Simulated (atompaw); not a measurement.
# Before and after: PAW (atompaw) potential for La (Z = 57)

```
Element                 : lanthanum (La)
Generator               : atompaw 4.2.0.5
Type                    : PAW
Functional              : LDA (PW92)
Relativity              : scalar-relativistic
Frozen core             : [Kr] 4d10
Valence charge          : 11
Reference configuration : 4f0 5s2 5p6 5d1 6s1 6p1
Partial waves           : 5s (bound): rc 2.40 bohr; 6s (bound): rc 3.00 bohr; 5p (bound): rc 2.00 bohr; 6p (bound): rc 2.75 bohr; 5d (bound): rc 3.00 bohr; 5d channel at 2.75 Ry: rc 3.00 bohr; 4f (bound, empty): rc 1.05 bohr; 4f channel at 1.95 Ry: rc 1.05 bohr
Local potential         : troulliermartins scheme with l = 4 at 0 Ry, radius 2.15 bohr
Core correction         : smooth core density matched at 2.25 bohr
Augmentation charge     : gaussian compensation charge, radius 2.70 bohr; PAW radius 3.00 bohr; waves and projectors: custom rrkj gramschmidtortho
```

Change: local potential troulliermartins scheme with l = 4 at 0 Ry, radius 2.76 bohr.

Cutoffs: the cutoffs (Ry, on a coarse ladder) from which the occupation-weighted sum of valence levels, in a spherical-Bessel basis at the reference potential, stays within 10 and 1 mRy of its value at 400 Ry; they do not see the model core or the augmentation charge, which bear on the density cutoff.

**Question.** What does the change do?

**Answer.** The potential gets neither clearly harder nor softer (18 Ry and 25 Ry → 18 Ry and 25 Ry); the bound ghost in s disappears; the range in which the s phases agree narrows (upper end 4.0 → 1.0); the range in which the p phases agree narrows (upper end 4.5 → 1.0). A state that the projectors do not describe sees the local part alone, so a deeper or shallower local part can create or remove a ghost.

| quantity | base | changed |
| --- | --- | --- |
| cutoff, loose | 18 Ry | 18 Ry |
| cutoff, tight | 25 Ry | 25 Ry |
| loose cutoff by channel (10 mRy a level) | s 8 Ry, p 12 Ry, d 8 Ry | s 8 Ry, p 15 Ry, d 8 Ry |
| bound ghosts | s | none |
| s: phases at 3.00 bohr within 0.05 rad from the reference energy up to (Ry; the scan ends near 5) | 4.0 | 1.0 |
| p: phases at 3.00 bohr within 0.05 rad from the reference energy up to (Ry; the scan ends near 5) | 4.5 | 1.0 |
| d: phases at 3.00 bohr within 0.05 rad from the reference energy up to (Ry; the scan ends near 5) | to the end of the scan | to the end of the scan |
| f: phases at 3.00 bohr within 0.05 rad from the reference energy up to (Ry; the scan ends near 5) | to the end of the scan | 4.9 |
| lowest overlap eigenvalue by channel | s 0.04, p 0.04, d 0.83, f 0.92 | s 0.11, p 0.13, d 0.82, f 0.97 |

Base: The cutoffs count occupied waves only; the empty 4f level needs 110 Ry at the loose tolerance. Changed file: The cutoffs count occupied waves only; the empty 4f level needs 110 Ry at the loose tolerance. A true bound ghost makes a file unfit for plane-wave use even where its test errors are small: the radial tests pick states by their node count and pass the ghost by. The cutoffs see the waves, projectors and local potential, not the compensation charge or the core.
